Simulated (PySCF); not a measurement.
C3H8GeSi, SMILES CC1=[CH][GeH2][SiH2]1.

The structure is a stationary point at PBE0-D3(BJ)/def2-SVP. The structure was generated by enumeration, and PubChem lists no compound with its InChIKey, so it may never have been made.

The numbers are results of TDDFT-PBE/def2-SVPD in PySCF, not measurements.

Vertical excitations.  State labels are in the subgroup Cs.

| state | symmetry | energy (eV) | λ (nm) | f | main pairs |
|---|---|---|---|---|---|
| S1 | A" | 5.09 | 244 | 0.000 | HOMO→LUMO 99 % |
| S2 | A" | 5.60 | 222 | 0.001 | HOMO−1→LUMO+1 91 % |
| S3 | A" | 5.68 | 218 | 0.001 | HOMO−2→LUMO 87 % |
| S4 | A' | 5.75 | 216 | 0.013 | HOMO→LUMO+1 58 %, HOMO−1→LUMO 22 %, HOMO−2→LUMO+1 12 % |
| S5 | A' | 6.04 | 205 | 0.001 | HOMO−2→LUMO+1 65 %, HOMO−1→LUMO 24 % |
| S6 | A" | 6.17 | 201 | 0.001 | HOMO−1→LUMO+2 96 % |
| S7 | A' | 6.24 | 199 | 0.044 | HOMO→LUMO+2 56 %, HOMO−2→LUMO+1 16 %, HOMO−1→LUMO 10 % |
| S8 | A' | 6.40 | 194 | 0.060 | HOMO→LUMO+3 78 % |
| S9 | A" | 6.45 | 192 | 0.007 | HOMO−1→LUMO+3 98 % |
| S10 | A' | 6.48 | 191 | 0.240 | HOMO→LUMO+2 27 %, HOMO→LUMO+1 18 %, HOMO→LUMO+3 14 %, HOMO−1→LUMO 13 % |
| T1 | A' | 4.21 | 295 | 0 | HOMO−1→LUMO 98 % |
| T2 | A" | 4.90 | 253 | 0 | HOMO→LUMO 95 % |
| T3 | A' | 5.12 | 242 | 0 | HOMO→LUMO+1 96 % |
| T4 | A" | 5.14 | 241 | 0 | HOMO−2→LUMO 94 % |
Triplets are in the Tamm–Dancoff approximation, which puts them higher than full response would, so one can lie above its singlet here.
